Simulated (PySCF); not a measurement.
C₆H₁₀P₂Si.
SMILES with atom numbers: `[CH3:1][CH2:2][c:3]1[p:4][cH:5][cH:6][c:7]([SiH3:8])[p:9]1`

NICS = −σ at a ghost point: NICS(0) at the centroid of the ring atoms, NICS(1) 1 Å to either side along the normal of their mean plane, zz for the tensor component along that normal. Level: GIAO PBE0/pcSseg-1 (PySCF, non-relativistic, gas phase) on the GFN2-xTB geometry, one conformer.

Ring bond lengths (Å), with Mayer bond orders in brackets: C3–P4 1.740 (1.29), P4–C5 1.734 (1.30), C5–C6 1.379 (1.49), C6–C7 1.386 (1.43), C7–P9 1.746 (1.30), P9–C3 1.741 (1.29).

Q: What do the NICS probes read (ppm)?

A: 
| ring | type | NICS(0) | NICS(1), two faces | NICS(1)zz, two faces | rms pucker (Å) | centre to ring atoms, mean (Å) |
| --- | --- | --- | --- | --- | --- | --- |
| C3–P4–C5–C6–C7–P9 | 6-membered ring with 2 P; formal bonds all aromatic | -6.2 | -9.8 / -10.0 | -23.6 / -24.4 | 0.00 | 1.61 |

Q: What do they say, and how far can they be read as aromaticity?

A: 
- C3–P4–C5–C6–C7–P9: mean NICS(1)zz -24.0 ppm, shielded.

Q: How equal are the bonds by HOMA? HOMA takes Krygowski's 1993 parameters.

A: 
- C3–P4–C5–C6–C7–P9: HOMA 0.86; the largest term is that of C7–P9, α(R − Ropt)² = 0.27.

Q: At the first NICS(1) probe listed for ring C3–P4–C5–C6–C7–P9, 1 Å off the ring, what do the in-plane components average?

A: The isotropic value is a third of the trace: (3 × -9.8 − (-23.6))/2 = -2.9 ppm.

Q: List the ring angles and the Hirshfeld charges of the ring atoms.

A: 
- C3–P4–C5–C6–C7–P9: C3 129.4° (-0.099 e), P4 103.3° (+0.112 e), C5 128.8° (-0.103 e), C6 127.7° (-0.039 e), C7 125.5° (-0.145 e), P9 105.3° (+0.107 e); sum 720.0° against 720° for a flat convex ring.

Q: How shielded are the nuclei of the rings and their hydrogens (means over atoms taken as equivalent)?

A: 
```tsv
atoms	environment	σ isotropic (ppm)	principal values of the symmetric part, first atom (ppm)
C3	substituted aromatic carbon	-42.6	-260.1, -56.8, 189.2
P4	phosphorus bonded to 2 C	60.0	-253.6, -74.9, 508.5
C5	aromatic CH carbon	26.5	-129.5, 31.6, 177.5
C6	aromatic CH carbon	45.1	-71.3, 23.4, 183.3
C7	substituted aromatic carbon	17.7	-130.5, -10.7, 194.3
P9	phosphorus bonded to 2 C	34.4	-253.6, -107.6, 464.5
H on C5	aromatic hydrogen	22.39	19.8, 20.3, 27.0
H on C6	aromatic hydrogen	23.08	17.2, 23.3, 28.7
```

Conformer computed: `[CH3:1][CH2:2][c:3]1[p:4][cH:5][cH:6][c:7]([SiH3:8])[p:9]1`: C1–C2–C3–P4 86°.
